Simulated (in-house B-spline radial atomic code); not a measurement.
## Ionising the selenium ion Se⁺ with different functionals

Computed with an all-electron radial atomic-structure program (B-spline basis): four-component Dirac-Coulomb Hamiltonian, Fermi nucleus of rms radius 4.14 fm, spin-restricted, spherical fractional occupations for the functionals. The ionisation energy is the difference of two self-consistent energies, [Ar] 3d10 4s2 4p3 → [Ar] 3d10 4s2 4p2, without Breit or QED terms; ε is the level of the shell that loses the electron (mean over j). The electron is taken from both j subshells in proportion to 2j + 1, so the result is a j average, not the step between ground levels.

Hybrids are left out here: with spherical fractional occupations of an open shell their exact exchange keeps a self-interaction that integer-occupation calculations don't have.

```
           method  rung  ΔSCF (eV)  -ε(4p) (eV)
         LDA VWN5   LDA      20.56        15.59
 relativistic LDA   LDA      20.56        15.59
         LDA PW92   LDA      20.56        15.59
LDA exchange-only   LDA      19.26        14.33
              PBE   GGA      20.35        15.41
           PBEsol   GGA      20.37        15.42
             BLYP   GGA          ?            ?
             RPBE   GGA      20.30        15.37
             PW91   GGA      20.43        15.47
             BP86   GGA      20.49        15.54
             AM05   GGA          ?            ?
             OLYP   GGA      20.23        15.30
```

(1) What does BLYP give?

(2) What does AM05 give?

(3) How do they compare with the NIST value?

Results:

(1) ΔSCF 20.24 eV, and -ε(4p) = 15.28 eV.

(2) ΔSCF 20.34 eV, and -ε(4p) = 15.39 eV.

(3) NIST lists 21.20 eV ± 0.01 (measured, ground level to ground level). Errors run from -1.94 to -0.63 eV. The correlated functionals all miss on the same side by more than they spread, so the cause is common to them (Breit-QED terms, spin polarisation, the choice among j levels, multiplet and fine-structure energies, or a listed next ion that isn't the cheapest removal here) and closeness doesn't rank the functionals.
